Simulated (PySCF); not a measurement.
CH2NO, SMILES N=C=[OH+], charge +1. Atoms are numbered in the order given.

```xyz
5

N      0.0125     1.2062     0.0000
C      0.0123     0.0658     0.0000
O     -0.1117    -1.1681     0.0000
H      0.0249     2.2153     0.0000
H      0.7073    -1.7094     0.0000
```
Charge +1, spin multiplicity 1.

Geometry optimised at B3LYP-D3(BJ)/def2-TZVP. The isomer is the one that the SMILES or the coordinates give; other isomers of the formula were not compared.

All values below come from PBE/pcJ-1 (PySCF).

Isotropic couplings with Fermi-contact, spin-dipole and both spin-orbit terms, one fixed conformer, no vibrational averaging. Isotopes: 13C, 14N, 1H.

| pair | bonds apart | J (Hz) |
|---|---|---|
| N1–C2 | 1 | … |
| N1–H4 | 1 | 117.5 |
| C2–H4 | 2 | … |
| C2–H5 | 2 | … |
| N1–H5 | 3 | 1.5 |
| H4–H5 | 4 | -2.1 |

Q: Complete the blanks. (The exact figures need the calculation; the answer reports its results.)

A: 
- N1–C2, J (Hz): 74.7
- C2–H4, J (Hz): 72.3
- C2–H5, J (Hz): 4.5
